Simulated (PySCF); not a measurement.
Distances in Å between the heavy atoms of a computed structure (PBE0-D3(BJ)/def2-SVP; lower triangle, same order across):
```
C1    0.00
C2    1.21  0.00
C3    2.64  1.43  0.00
C4    3.54  2.41  1.35  0.00
C5    4.97  3.81  2.52  1.46  0.00
C6    5.81  4.62  3.25  2.51  1.34  0.00
C7    5.78  4.65  3.40  3.12  2.52  1.47  0.00
C8    5.29  4.23  3.12  3.39  3.24  2.51  1.34  0.00
C9    4.62  3.58  2.52  3.24  3.37  3.10  2.51  1.47  0.00
C10   3.51  2.46  1.48  2.52  3.09  3.37  3.24  2.52  1.34  0.00
```

Hydrogens: 1 on C1, 1 on C4, 1 on C5, 1 on C6, 1 on C7, 1 on C8, 1 on C9, 1 on C10.

Neutral, closed shell.

Which heavy atoms are bonded, and with what formal order?

C1–C2 (triple); C2–C3 (single); C3–C4 (double); C4–C5 (single); C5–C6 (double); C6–C7 (single); C7–C8 (double); C8–C9 (single); C9–C10 (double); C3–C10 (single).

Which species is it?

`C#CC1=C/C=C\C=C/C=C\1`, C10H8. Among its features: alkyne and C=C double bond.

Which rings does it hold (smallest set)?

C3–C4–C5–C6–C7–C8–C9–C10 (8 members, 0.39 Å rms from planarity).

Describe the place of each heavy atom.

C1: terminal alkyne carbon; C2: alkyne carbon; C3: fully substituted alkene carbon; C4: alkene CH carbon; C5: alkene CH carbon; C6: alkene CH carbon; C7: alkene CH carbon; C8: alkene CH carbon; C9: alkene CH carbon; C10: alkene CH carbon.
